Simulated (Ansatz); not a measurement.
Ansatz (a program for electronic structure) input (B3LYP-D3(BJ)/def2-TZVP):

Ansatz 0.2 input:
```yaml
crystal:
  periodic: [false, false, false]
  atoms:
    - {symbol: C, position_ang: [0.74148865, -1.28653962, -0.32335225]}
    - {symbol: Se, position_ang: [-0.21388692, 0.36606753, 0.09144170]}
    - {symbol: H, position_ang: [1.78584965, -1.11162642, -0.05722648]}
    - {symbol: H, position_ang: [0.67976908, -1.50618972, -1.38615624]}
    - {symbol: H, position_ang: [0.35760483, -2.10924229, 0.27447826]}
basis:
  gaussian:
    orbitals: def2-TZVP
hamiltonian:
  xc: b3lyp
  dispersion: d3bj
magnetization: {spin_polarized: true, initial_magnetization: 1}
phonons: {temperatures: {t_min: 298.15, t_max: 298.15, t_step: 100}}
```

Output:

```
Functional definition: B3LYP
integrals: 0.02 GiB planned
721 factors; their error is unknown
mean field: 0.37 GiB planned
mean field evaluation 1: about -66430.3969 eV, gradient 3.5e1 eV
mean field evaluation 2: about -66423.3616 eV, gradient 4.7e1 eV
mean field evaluation 4: about -66435.8574 eV, gradient 1.9e0 eV
mean field evaluation 8: about -66436.1937 eV, gradient 5.4e-2 eV
mean field evaluation 16: about -66436.1937 eV, gradient 4.3e-5 eV
mean field -66436.19368603 eV, -2441.4850858921 hartree, gradient 9.8e-6 eV, S^2 0.752816; 1 other end points of the search recorded, 0 dependent functions left out
the calculation of the forces begins
reference -66436.19387932 eV, -2441.4850929954 hartree; 22, 21 occupied and 75, 76 virtual orbitals, 721 factors
these checks for a lower state are left out or cut short: stability, starts, cluster_reference, orbital_swaps, neighbouring_geometries, increment
integrals: 0.02 GiB planned
721 factors; their error is unknown
mean field: 0.37 GiB planned
mean field evaluation 32: about -66435.8702 eV, gradient 2.1e-4 eV
mean field -66436.19356707 eV, -2441.4850815206 hartree, gradient 1.8e-6 eV, S^2 0.752813; 0 other end points of the search recorded, 0 dependent functions left out
the calculation of the forces begins
reference -66436.19376044 eV, -2441.4850886268 hartree; 22, 21 occupied and 75, 76 virtual orbitals, 721 factors
these checks for a lower state are left out or cut short: stability, starts, cluster_reference, orbital_swaps, neighbouring_geometries, increment
integrals: 0.02 GiB planned
721 factors; their error is unknown
mean field: 0.37 GiB planned
mean field -66436.19357634 eV, -2441.4850818610 hartree, gradient 1.5e-6 eV, S^2 0.752818; 0 other end points of the search recorded, 0 dependent functions left out
the calculation of the forces begins
reference -66436.19376955 eV, -2441.4850889614 hartree; 22, 21 occupied and 75, 76 virtual orbitals, 721 factors
these checks for a lower state are left out or cut short: stability, starts, cluster_reference, orbital_swaps, neighbouring_geometries, increment
integrals: 0.02 GiB planned
721 factors; their error is unknown
mean field: 0.37 GiB planned
mean field -66436.19355668 eV, -2441.4850811386 hartree, gradient 2.4e-6 eV, S^2 0.752817; 0 other end points of the search recorded, 0 dependent functions left out
the calculation of the forces begins
reference -66436.19374994 eV, -2441.4850882409 hartree; 22, 21 occupied and 75, 76 virtual orbitals, 721 factors
these checks for a lower state are left out or cut short: stability, starts, cluster_reference, orbital_swaps, neighbouring_geometries, increment
integrals: 0.02 GiB planned
721 factors; their error is unknown
mean field: 0.37 GiB planned
mean field evaluation 64: about -66436.1936 eV, gradient 6.6e-4 eV
mean field -66436.19355050 eV, -2441.4850809116 hartree, gradient 1.5e-6 eV, S^2 0.752815; 0 other end points of the search recorded, 0 dependent functions left out
the calculation of the forces begins
reference -66436.19374382 eV, -2441.4850880158 hartree; 22, 21 occupied and 75, 76 virtual orbitals, 721 factors
these checks for a lower state are left out or cut short: stability, starts, cluster_reference, orbital_swaps, neighbouring_geometries, increment
integrals: 0.02 GiB planned
721 factors; their error is unknown
mean field: 0.37 GiB planned
mean field -66436.19367617 eV, -2441.4850855297 hartree, gradient 1.6e-6 eV, S^2 0.752818; 0 other end points of the search recorded, 0 dependent functions left out
the calculation of the forces begins
reference -66436.19386947 eV, -2441.4850926334 hartree; 22, 21 occupied and 75, 76 virtual orbitals, 721 factors
these checks for a lower state are left out or cut short: stability, starts, cluster_reference, orbital_swaps, neighbouring_geometries, increment
integrals: 0.02 GiB planned
721 factors; their error is unknown
mean field: 0.37 GiB planned
mean field -66436.19361496 eV, -2441.4850832804 hartree, gradient 1.7e-6 eV, S^2 0.752813; 0 other end points of the search recorded, 0 dependent functions left out
the calculation of the forces begins
reference -66436.19380824 eV, -2441.4850903833 hartree; 22, 21 occupied and 75, 76 virtual orbitals, 721 factors
these checks for a lower state are left out or cut short: stability, starts, cluster_reference, orbital_swaps, neighbouring_geometries, increment
integrals: 0.02 GiB planned
721 factors; their error is unknown
mean field: 0.37 GiB planned
mean field -66436.19366513 eV, -2441.4850851242 hartree, gradient 1.8e-6 eV, S^2 0.752815; 0 other end points of the search recorded, 0 dependent functions left out
the calculation of the forces begins
reference -66436.19385841 eV, -2441.4850922270 hartree; 22, 21 occupied and 75, 76 virtual orbitals, 721 factors
these checks for a lower state are left out or cut short: stability, starts, cluster_reference, orbital_swaps, neighbouring_geometries, increment
integrals: 0.02 GiB planned
721 factors; their error is unknown
mean field: 0.37 GiB planned
mean field evaluation 96: about -66436.1935 eV, gradient 2.9e-1 eV
mean field -66436.19368948 eV, -2441.4850860191 hartree, gradient 1.2e-6 eV, S^2 0.752817; 0 other end points of the search recorded, 0 dependent functions left out
the calculation of the forces begins
reference -66436.19388279 eV, -2441.4850931228 hartree; 22, 21 occupied and 75, 76 virtual orbitals, 721 factors
these checks for a lower state are left out or cut short: stability, starts, cluster_reference, orbital_swaps, neighbouring_geometries, increment
integrals: 0.02 GiB planned
721 factors; their error is unknown
mean field: 0.37 GiB planned
mean field -66436.19366356 eV, -2441.4850850664 hartree, gradient 1.6e-6 eV, S^2 0.752816; 0 other end points of the search recorded, 0 dependent functions left out
the calculation of the forces begins
reference -66436.19385684 eV, -2441.4850921693 hartree; 22, 21 occupied and 75, 76 virtual orbitals, 721 factors
these checks for a lower state are left out or cut short: stability, starts, cluster_reference, orbital_swaps, neighbouring_geometries, increment
integrals: 0.02 GiB planned
721 factors; their error is unknown
mean field: 0.37 GiB planned
mean field -66436.19367388 eV, -2441.4850854455 hartree, gradient 1.7e-6 eV, S^2 0.752816; 0 other end points of the search recorded, 0 dependent functions left out
the calculation of the forces begins
reference -66436.19386718 eV, -2441.4850925492 hartree; 22, 21 occupied and 75, 76 virtual orbitals, 721 factors
these checks for a lower state are left out or cut short: stability, starts, cluster_reference, orbital_swaps, neighbouring_geometries, increment
integrals: 0.02 GiB planned
721 factors; their error is unknown
mean field: 0.37 GiB planned
mean field -66436.19363885 eV, -2441.4850841584 hartree, gradient 2.9e-6 eV, S^2 0.752816; 0 other end points of the search recorded, 0 dependent functions left out
the calculation of the forces begins
reference -66436.19383219 eV, -2441.4850912635 hartree; 22, 21 occupied and 75, 76 virtual orbitals, 721 factors
these checks for a lower state are left out or cut short: stability, starts, cluster_reference, orbital_swaps, neighbouring_geometries, increment
integrals: 0.02 GiB planned
721 factors; their error is unknown
mean field: 0.37 GiB planned
mean field evaluation 128: about -66435.8701 eV, gradient 3.0e-1 eV
mean field -66436.19362704 eV, -2441.4850837243 hartree, gradient 1.4e-6 eV, S^2 0.752815; 0 other end points of the search recorded, 0 dependent functions left out
the calculation of the forces begins
reference -66436.19382028 eV, -2441.4850908257 hartree; 22, 21 occupied and 75, 76 virtual orbitals, 721 factors
these checks for a lower state are left out or cut short: stability, starts, cluster_reference, orbital_swaps, neighbouring_geometries, increment
integrals: 0.02 GiB planned
721 factors; their error is unknown
mean field: 0.37 GiB planned
mean field -66436.19367615 eV, -2441.4850855291 hartree, gradient 1.9e-6 eV, S^2 0.752816; 0 other end points of the search recorded, 0 dependent functions left out
the calculation of the forces begins
reference -66436.19386944 eV, -2441.4850926324 hartree; 22, 21 occupied and 75, 76 virtual orbitals, 721 factors
these checks for a lower state are left out or cut short: stability, starts, cluster_reference, orbital_swaps, neighbouring_geometries, increment
integrals: 0.02 GiB planned
721 factors; their error is unknown
mean field: 0.37 GiB planned
mean field -66436.19366901 eV, -2441.4850852666 hartree, gradient 1.9e-6 eV, S^2 0.752816; 0 other end points of the search recorded, 0 dependent functions left out
the calculation of the forces begins
reference -66436.19386230 eV, -2441.4850923698 hartree; 22, 21 occupied and 75, 76 virtual orbitals, 721 factors
these checks for a lower state are left out or cut short: stability, starts, cluster_reference, orbital_swaps, neighbouring_geometries, increment
integrals: 0.02 GiB planned
721 factors; their error is unknown
mean field: 0.37 GiB planned
mean field evaluation 160: about -66436.1937 eV, gradient 3.4e-5 eV
mean field -66436.19366198 eV, -2441.4850850083 hartree, gradient 2.3e-6 eV, S^2 0.752816; 0 other end points of the search recorded, 0 dependent functions left out
the calculation of the forces begins
reference -66436.19385525 eV, -2441.4850921108 hartree; 22, 21 occupied and 75, 76 virtual orbitals, 721 factors
these checks for a lower state are left out or cut short: stability, starts, cluster_reference, orbital_swaps, neighbouring_geometries, increment
integrals: 0.02 GiB planned
721 factors; their error is unknown
mean field: 0.37 GiB planned
mean field -66436.19367906 eV, -2441.4850856359 hartree, gradient 2.0e-6 eV, S^2 0.752816; 0 other end points of the search recorded, 0 dependent functions left out
the calculation of the forces begins
reference -66436.19387237 eV, -2441.4850927400 hartree; 22, 21 occupied and 75, 76 virtual orbitals, 721 factors
these checks for a lower state are left out or cut short: stability, starts, cluster_reference, orbital_swaps, neighbouring_geometries, increment
integrals: 0.02 GiB planned
721 factors; their error is unknown
mean field: 0.37 GiB planned
mean field -66436.19357839 eV, -2441.4850819363 hartree, gradient 1.3e-6 eV, S^2 0.752816; 0 other end points of the search recorded, 0 dependent functions left out
the calculation of the forces begins
reference -66436.19377162 eV, -2441.4850890375 hartree; 22, 21 occupied and 75, 76 virtual orbitals, 721 factors
these checks for a lower state are left out or cut short: stability, starts, cluster_reference, orbital_swaps, neighbouring_geometries, increment
integrals: 0.02 GiB planned
721 factors; their error is unknown
mean field: 0.37 GiB planned
mean field -66436.19359301 eV, -2441.4850824738 hartree, gradient 2.6e-6 eV, S^2 0.752816; 0 other end points of the search recorded, 0 dependent functions left out
the calculation of the forces begins
reference -66436.19378636 eV, -2441.4850895791 hartree; 22, 21 occupied and 75, 76 virtual orbitals, 721 factors
Total energy: -66436.31796927 eV, -2441.4896532168 hartree
Atom 0 at     0.741489    -1.286540    -0.323352 Å, force     0.000492    -0.000602    -0.000123 eV/Å
Atom 1 at    -0.213887     0.366068     0.091442 Å, force    -0.000274     0.000599     0.000164 eV/Å
Atom 2 at     1.785850    -1.111626    -0.057226 Å, force    -0.000025     0.000171     0.000057 eV/Å
Atom 3 at     0.679769    -1.506190    -1.386156 Å, force    -0.000116    -0.000119     0.000050 eV/Å
Atom 4 at     0.357605    -2.109242     0.274478 Å, force    -0.000078    -0.000048    -0.000148 eV/Å
Dipole moment:     0.164580    -0.265585    -0.064518 e Å
Vibrations: 520.41 589.30 825.49 1298.86 1370.69 1467.11 3041.05 3119.05 3132.31 cm⁻¹, zero-point energy 0.952463 eV
```

It need not be the lowest isomer of its formula.
